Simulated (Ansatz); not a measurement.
Species: AlF$_{2}$, SMILES `[F][Al][F]` (charge 0, multiplicity 2).

### Question
Give a relaxed geometry from Ansatz (a quantum-chemistry and plane-wave program) with PBE0-D3(BJ)/def2-TZVP.

### Answer
the end point of this relaxation (outside a Z-matrix the atoms follow the SMILES, hydrogens last).
Z-matrix (Å, degrees):
```
Al
F 1 1.6465
F 1 1.6465 2 119.67
```
